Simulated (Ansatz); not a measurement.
Relaxed structures of H2SeSO, closed shell (PBE0-D4/def2-TZVP; forces vanish, vibrations not checked; lower isomers may exist, and structures with a doubtful reference or unclear bonds are left out; Å). Program: Ansatz 0.2.0. Basis: def2-TZVPP. Cores are frozen in the correlated methods. Filled d shells of the heavier atoms are correlated. The def2 sets are not built for correlating such inner shells, so the correlated values are less sure here.

Question: Rank them by CCSD(T) energy, lowest first, and give each one's height above the lowest. Links in brackets join atoms within 1.22 times the sum of their covalent radii (1.1 for two metals). (Judge from chemistry; the value comes from the calculation.)
A.
H₂SeSO ([OH][S][SeH])
```
5
angstrom
S -0.2795 -0.0502 1.1097
O -0.9845 -1.2164 0.1768
Se 1.6471 0.3657 0.2112
H -1.4546 -0.7807 -0.5435
H 1.2272 1.4654 -0.6825
```
B.
H₂SeSO ([OH][Se][SH])
```
5
angstrom
S -1.0396 -1.3514 -0.0011
O 1.5381 0.3754 0.3357
Se -0.0214 0.1383 1.1965
H -1.7085 -0.5290 -0.8329
H 1.3907 1.0379 -0.3477
```
C.
H₂SeSO ([SH][O][SeH])
```
5
angstrom
S -0.9810 -1.2157 0.1739
O -0.1205 -0.0393 0.9534
Se 1.5495 0.3721 0.3424
H -1.5333 -0.4480 -0.7902
H 1.0853 1.3309 -0.6796
```

Answer: The calculation gives: B (0.00 kcal/mol), A (5.38 kcal/mol), C (34.09 kcal/mol). Heights count from the lowest.

The T1 diagnostic stays at or below 0.014.

For scale, one of the runs: CCSD(T)/def2-TZVPP, 149 basis functions, launched by `ansatz run in.yaml --threads 2 --pin off --events-out ev --progress --plain --max-ram 4352MiB`. The run took 32 s on 2 CPU threads of an Arm Neoverse V2 (shared host), with 0.96 GiB of host memory at its peak.
